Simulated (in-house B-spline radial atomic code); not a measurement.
## Binding energies in the aluminium ion Al⁺

NIST's tabulated ground configuration is [Ne] 3s2; each binding energy is the energy of the ion with one electron taken from that subshell, relaxed, less that of the parent. Computed with a B-spline radial code for spherical atoms: Dirac-Hartree-Fock, average of configuration, Fermi nucleus of rms radius 3.061 fm. Energies include first-order Breit, QED and recoil terms.

```
subshell  X-ray name  binding energy (eV)  -ε (eV)  relaxation (eV)
      1s           K               1578.5   1604.0             24.4
      2s          L1                  138    142.5              4.4
   2p1/2          L2                90.88    96.13             5.20
   2p3/2          L3                90.47    95.65             5.17
      3s          M1                17.55    17.78             0.23
```

Relaxation = -ε minus the binding energy without Breit, QED and recoil terms.

Emission lines follow as differences of binding energies, with λ = 12398.42 eV·Å / E:

| line | holes | energy (eV) | wavelength (Å) |
| --- | --- | --- | --- |
| K-L3 | 1s → 2p3/2 | 1488.0 | 8.3321 |
| K-L2 | 1s → 2p1/2 | 1487.6 | 8.3344 |
| L3-M1 | 2p3/2 → 3s | 72.9 | 170.03 |

Q: What screening constant σ does Moseley's law, E = (3/4)·13.6057 eV·(Z - σ)², need for K-L3?

A: σ = 0.92.

Q: What does it cost to remove both a 2p1/2 and a 3s electron?

A: 121.58 eV, which is 13.14 eV more than the two single binding energies together.

Q: What does it cost to remove both a 2s and a 2p1/2 electron?

A: 257.61 eV, which is 28.72 eV more than the two single binding energies together.

Q: What does it cost to remove both a 2s and a 2p3/2 electron?

A: 257.16 eV, which is 28.68 eV more than the two single binding energies together.
